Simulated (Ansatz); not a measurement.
An input meant for the cluster Pt₃H₂⁺ (charge 1, doublet).

```yaml
crystal:
  periodic: [false, false, false]
  atoms:
    - {symbol: Pt, position_ang: [-0.719988, -1.096434, -0.354227]}
    - {symbol: Pt, position_ang: [0.001620, 1.003266, 0.916382]}
    - {symbol: Pt, position_ang: [1.334521, 0.173228, -1.044120]}
    - {symbol: H, position_ang: [-0.773566, 1.872079, -0.036166]}
    - {symbol: H, position_ang: [0.157424, -1.952149, 0.518131]}
basis:
  gaussian: {orbitals: def2-TZVP}
total_charge: 2
magnetization: {spin_polarized: true, initial_magnetization: 6}
hamiltonian: {xc: {name: PBE0}}
output: {forces: true}
```

```sh
$ ansatz run in.yaml --threads 2 --pin off --events-out ev --progress --plain --max-ram 4352MiB
```

It prints (some lines left out):

```
Functional definition: PBE0
1228 factors; integrals over basis functions are off by at most 6.9e-4 eV
mean field evaluation 1: about -9731.7018 eV, gradient 6.7e1 eV
mean field evaluation 2: about -9498.9070 eV, gradient 2.3e2 eV
mean field evaluation 4: about -9724.0169 eV, gradient 7.3e1 eV
mean field evaluation 8: about -9748.6774 eV, gradient 5.5e0 eV
mean field evaluation 16: about -9749.0890 eV, gradient 1.8e-1 eV
mean field evaluation 32: about -9749.5190 eV, gradient 2.6e-2 eV
mean field evaluation 64: about -9749.4447 eV, gradient 6.3e-1 eV
mean field -9749.51901205 eV, -358.2882152317 hartree, gradient 8.3e-6 eV, S^2 12.023333; 6 other end points of the search recorded, 0 dependent functions left out
reference -9749.51905141 eV, -358.2882166779 hartree; 30, 24 occupied and 102, 108 virtual orbitals, 1228 factors
Total energy: -9749.51905141 eV, -358.2882166779 hartree
Atom 0 at    -0.719988    -1.096434    -0.354227 Å, force    -1.344292    -0.533484    -0.504400 eV/Å
Atom 1 at     0.001620     1.003266     0.916382 Å, force     0.094029     0.370984     1.482875 eV/Å
Atom 2 at     1.334521     0.173228    -1.044120 Å, force     1.512384     0.196656    -1.183248 eV/Å
Atom 3 at    -0.773566     1.872079    -0.036166 Å, force    -0.616942     0.708004    -0.398140 eV/Å
Atom 4 at     0.157424    -1.952149     0.518131 Å, force     0.354821    -0.742160     0.602913 eV/Å
Dipole moment:    -0.080073    -0.010375     0.062658 e Å
```

(1) What is wrong with this run?

Answers

(1) The spin is set far too high (6 unpaired electrons typed, 1 in the doublet as meant). The run converged. The result belongs to that input, not to the species as meant.
